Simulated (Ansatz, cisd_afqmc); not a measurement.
System: Se, charge 0, triplet.

Total energies in cc-pVQZ, 6 correlated electrons, 14 frozen orbitals. UHF or UKS for unpaired electrons; spin-orbit terms are left out. Correlated methods leave the cores frozen (noble-gas shells, and filled d and f shells in the p block). No relativity. AFQMC is phaseless with a CISD trial state; ± is one standard error, without the phaseless bias. Outlying blocks are dropped, and bars are widened where a walk drifts. Over all cases where full CI ran beside it in this data, AFQMC minus full CI had a median of +0.1 mEh and passed +0.4 mEh in a tenth of the cases.

| method | program | energy (Eh) | minus CCSDTQ (mEh) |
|---|---|---|---|
| HF | Ansatz | -2399.87500 | 132.79 |
| MP2 | Ansatz | -2399.98477 | 23.02 |
| CCSD | Ansatz | -2400.00249 | 5.30 |
| CCSD(T) | Ansatz | -2400.00700 | 0.79 |
| CCSDT(Q) | Ansatz | -2400.00778 | 0.02 |
| CCSDTQ | Ansatz | -2400.00779 | 0.00 |
| AFQMC/CISD | cisd_afqmc | -2400.0074 ± 0.0001 | 0.4 ± 0.1 |

Ansatz is a first-principles code.
